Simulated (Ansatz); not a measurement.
Start from `[CH3][InH][O][SiH3]` and change one atom or group to get `C[O][InH][CH3]`.

Ansatz, PBE0-D4/def2-TZVP geometries, multiplicity 1. Each molecule was computed in one conformer, which needn't be the lowest.

Elements past krypton have def2 core potentials.

```json
{"property": "HOMO energy (B3LYP/def2-TZVPP) / eV", "`[CH3][InH][O][SiH3]`": "-7.52"}
{"property": "HOMO–LUMO gap (ωB97M-V/def2-TZVPP) / eV", "`[CH3][InH][O][SiH3]`": "9.95"}
{"property": "size of the dipole moment (ωB97M-V/def2-TZVPP) / D", "`[CH3][InH][O][SiH3]`": "3.23"}
{"property": "HOMO energy (PBE0/def2-TZVPP) / eV", "`[CH3][InH][O][SiH3]`": "-7.73"}
{"property": "size of the dipole moment (PBE/def2-TZVPP) / D", "`[CH3][InH][O][SiH3]`": "3.11"}
{"property": "HOMO–LUMO gap (B3LYP/def2-TZVPP) / eV", "`[CH3][InH][O][SiH3]`": "5.80"}
```

Question: Give the same properties after the change, and the shifts. (Best estimate.)

Answer: Computed: 
```tsv
property	`C[O][InH][CH3]`	shift
HOMO energy (B3LYP/def2-TZVPP) / eV	-6.88	0.64
HOMO–LUMO gap (ωB97M-V/def2-TZVPP) / eV	9.70	-0.25
size of the dipole moment (ωB97M-V/def2-TZVPP) / D	2.35	-0.88
HOMO energy (PBE0/def2-TZVPP) / eV	-7.09	0.64
size of the dipole moment (PBE/def2-TZVPP) / D	2.17	-0.94
HOMO–LUMO gap (B3LYP/def2-TZVPP) / eV	5.44	-0.36
```

With PBE0 the HOMO rises by 0.64 eV and the LUMO rises by 0.28 eV, so the gap narrows by about 0.36 eV. PBE moves the HOMO by 0.72 eV and ωB97M-V by 0.49 eV. Dipoles are sizes alone; their direction can turn.

B3LYP here is the variant with VWN-RPA as its local correlation; programs differ in this.
